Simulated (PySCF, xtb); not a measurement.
OSr, SMILES [O]=[Sr].

GFN2-xTB in xtb at its own geometry gives an orbital gap of 1.15 eV and a dipole moment of 7.10 D.

Geometry optimised at B3LYP-D3(BJ)/def2-TZVPD. The def2 effective core potentials stand for the cores of Sr; spin–orbit coupling is left out.

**Question.** What does PySCF with B3LYP/def2-TZVPD give? (An estimate is asked for; the answer gives what the named calculation found.)

**Answer.** gap 2.41 eV (levels -4.47 and -2.06 eV), dipole 8.84 D.
